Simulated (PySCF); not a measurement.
Simulation results for BGeH$_{5}$NO

All values are calculated (PySCF 2.14.0). Calculation on a computer-drawn molecule: the log of a Hartree-Fock and frozen-core CCSD(T) single point meant for a local Hartree-Fock minimum, with one planted fault or none, to be diagnosed. Offsets are logged minus clean, where the clean run is the same molecule without the fault. The reference is restricted for singlets and unrestricted otherwise, and also for a bond in bohr or an excited solution. Adding or removing an electron swaps singlet and doublet. The excited solution moves the top pair (singlet) or top alpha electron (doublet) to the lowest empty orbital. Highest occupied and lowest empty are orbital energies over both spins, largest force is the largest gradient component, triples share is (T) over the correlation energy, the T1 limit is 0.02 restricted and 0.045 unrestricted, electrons count all cores, a negative frequency is imaginary (commonest isotopes), and the dipole is about the centre of nuclear charge; on germanium a core potential holds 10 electrons, which the energies leave out, and 3d is frozen in MP2 and coupled-cluster steps.

Entry: BGeH$_{5}$NO

Logged structure:
```xyz
9
BGeH5NO
N      1.5140     0.2705     0.9422
Ge     0.8359     1.1426     2.3672
B     -0.6976     2.3516     1.3997
O     -1.5709     3.0414     0.8511
H      1.3671    -0.7233     0.9047
H      3.3033     0.6815     0.4536
H      0.0273     0.2923     3.3244
H      1.7418     2.1908     2.9787
H     -1.9396     3.2158    -0.0105
```

| Item | Value |
| --- | --- |
| meant charge | 1 |
| meant multiplicity | 1 |
| meant basis | cc-pVDZ |
| meant basis and core potential on germanium | cc-pVDZ-PP ECP10MDF |
| logged electrons | 56 |
| logged basis functions | 90 |
| logged SCF converged | yes |
| logged spin squared | 0.7879 |
| logged highest occupied | -14.836 eV |
| logged lowest empty | -3.5968 eV |
| logged largest force | 0.02827 hartree/bohr |
| logged T1 diagnostic | 0.067488 |
| logged D1 diagnostic | 0.37688 |
| logged triples share | 0.034629 |
| logged CC converged | yes |
| logged dipole magnitude | 4.977 debye |
| logged SCF stable within its kind | yes |
| logged energy HF | -449.93663 hartree |
| logged energy CCSD(T) | -450.49396 hartree |
| possible faults | no fault, one electron removed, one electron added, multiplicity raised by two, geometry at a saddle point, SCF held on an excited solution, minimal basis STO-3G, one bond length entered in bohr, all coordinates scaled |
| planted fault | one bond length entered in bohr, row 5 of the drawn bonds |
| HF energy offset from clean run | 88.97 kcal/mol |
| CCSD(T) energy offset from clean run | 92.65 kcal/mol |

Drawn bonds:
```
atom  other atom  order
   1           2      1
   2           3      1
   3           4      1
   1           5      1
   1           6      1
   2           7      1
   2           8      1
   4           9      1
```

Notes: T1 above single-reference limit.
